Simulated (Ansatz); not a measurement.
The cluster Te6As4. The state is a singlet with charge 0. Geometry r2SCAN-D4/def2-SVP.

Cartesian coordinates in Å:
```
As 0.523 -0.147 2.619
As 0.091 1.168 -0.685
As 1.296 -1.563 -2.570
As -2.758 -0.651 0.500
Te 0.053 -1.469 0.006
Te 2.921 -1.870 -0.577
Te 1.375 0.981 -3.019
Te 1.044 2.149 1.599
Te -2.462 1.599 -0.832
Te -2.083 -0.198 2.959
```

In the def2 sets Te takes a core potential; there is no spin–orbit coupling. Another isomer (singlet) lies 0.84 eV lower at PBE0-D4/def2-SVP; other spin states weren't run for this one.

Estimate the orbital energies around the gap (eV) in Ansatz with PBE-D4/def2-SVP, r2SCAN-D4/def2-SVP, PBE0-D4/def2-SVP.


```json
{"orbital": "HOMO−5", "PBE-D4/def2-SVP": "-5.80", "r2SCAN-D4/def2-SVP": "-6.10", "PBE0-D4/def2-SVP": "-6.75"}
{"orbital": "HOMO−4", "PBE-D4/def2-SVP": "-5.72", "r2SCAN-D4/def2-SVP": "-6.00", "PBE0-D4/def2-SVP": "-6.59"}
{"orbital": "HOMO−3", "PBE-D4/def2-SVP": "-5.49", "r2SCAN-D4/def2-SVP": "-5.79", "PBE0-D4/def2-SVP": "-6.42"}
{"orbital": "HOMO−2", "PBE-D4/def2-SVP": "-5.37", "r2SCAN-D4/def2-SVP": "-5.68", "PBE0-D4/def2-SVP": "-6.36"}
{"orbital": "HOMO−1", "PBE-D4/def2-SVP": "-5.16", "r2SCAN-D4/def2-SVP": "-5.43", "PBE0-D4/def2-SVP": "-6.02"}
{"orbital": "HOMO", "PBE-D4/def2-SVP": "-5.04", "r2SCAN-D4/def2-SVP": "-5.30", "PBE0-D4/def2-SVP": "-5.84"}
{"orbital": "LUMO", "PBE-D4/def2-SVP": "-3.96", "r2SCAN-D4/def2-SVP": "-4.05", "PBE0-D4/def2-SVP": "-3.53"}
{"orbital": "LUMO+1", "PBE-D4/def2-SVP": "-3.80", "r2SCAN-D4/def2-SVP": "-3.92", "PBE0-D4/def2-SVP": "-3.36"}
{"orbital": "LUMO+2", "PBE-D4/def2-SVP": "-3.45", "r2SCAN-D4/def2-SVP": "-3.56", "PBE0-D4/def2-SVP": "-3.04"}
{"orbital": "LUMO+3", "PBE-D4/def2-SVP": "-3.11", "r2SCAN-D4/def2-SVP": "-3.18", "PBE0-D4/def2-SVP": "-2.64"}
{"orbital": "LUMO+4", "PBE-D4/def2-SVP": "-2.65", "r2SCAN-D4/def2-SVP": "-2.65", "PBE0-D4/def2-SVP": "-2.02"}
{"orbital": "LUMO+5", "PBE-D4/def2-SVP": "-2.53", "r2SCAN-D4/def2-SVP": "-2.54", "PBE0-D4/def2-SVP": "-1.89"}
```
